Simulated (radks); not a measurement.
The numbers below are computed, except where a source is named.
Neutral sulfur inside a hard spherical wall (all orbitals vanish at R), configuration held at [Ne] 3s2 3p4 and not refilled when levels cross. Level of theory: non-relativistic Kohn-Sham, PBE, spin-polarised, spherical densities, point nucleus; open shells are filled with parallel spins first (a radial shooting solver on a logarithmic mesh with Libxc functionals). Eigenvalues in eV for spin up, with the zero of energy where the potential of the charges vanishes at infinity; a dash marks a level that is unbound or too diffuse for the functional's potential to be trusted. A positive occupied level is held by the wall or, in an anion where self-interaction has pushed it up, behind a barrier. The pressure on the wall is -dE/dV.

R (bohr),E (hartree),kinetic (hartree),e(2s),e(2p),e(3s),e(3p),"e(4s, empty)","e(4p, empty)",pressure (GPa)
free,-397.94603,397.434,-210.37,-156.48,-17.888,-7.702,-,-,0
20,-397.94603,397.434,-210.37,-156.48,-17.888,-7.702,-,-,< 0.0001
12,-397.94603,397.434,-210.37,-156.48,-17.888,-7.701,-0.265,1.028,< 0.0001
10,-397.94600,397.434,-210.36,-156.47,-17.885,-7.698,0.024,1.650,0.00109
8,-397.94546,397.439,-210.31,-156.42,-17.847,-7.662,0.908,3.196,0.0298
4,-397.73635,398.553,-205.19,-151.26,-14.408,-3.769,21.086,28.248,49.1
3.5,-397.47236,399.698,-201.26,-147.28,-11.660,-0.524,33.988,42.355,151
3,-396.83681,402.099,-194.36,-140.28,-6.288,5.775,57.309,66.812,503
1.5,-376.01014,455.139,-120.61,-63.847,117.73,133.76,444.92,432.83,55300
